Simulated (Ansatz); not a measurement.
Ca, singlet; PBE0/cc-pVTZ (Ansatz, a quantum-chemistry and plane-wave program).

The Ansatz input:
Ansatz 0.2 input:
```yaml
crystal:
  periodic: [false, false, false]
  atoms:
    - {symbol: Ca, position_ang: [0.00000000, 0.00000000, 0.00000000]}
basis:
  gaussian:
    orbitals: cc-pVTZ
hamiltonian:
  xc: pbe0
```

Q: What does Ansatz print? Leave out banner, timings and long lists.

A: 
```
Functional definition: PBE0
366 factors; their error is unknown
mean field evaluation 1: about -18432.5995 eV, gradient 7.0e-1 eV
mean field evaluation 2: about -18432.6006 eV, gradient 2.8e-1 eV
mean field evaluation 4: about -18432.6477 eV, gradient 7.4e-2 eV
mean field evaluation 8: about -18432.6477 eV, gradient 5.4e-6 eV
mean field -18432.64774754 eV, -677.3873106247 hartree, gradient 5.4e-6 eV, S^2 0.000000; 0 other end points of the search recorded, 0 dependent functions left out
reference -18432.64776869 eV, -677.3873114018 hartree; 10, 10 occupied and 33, 33 virtual orbitals, 366 factors
Total energy: -18432.64776869 eV, -677.3873114018 hartree
```
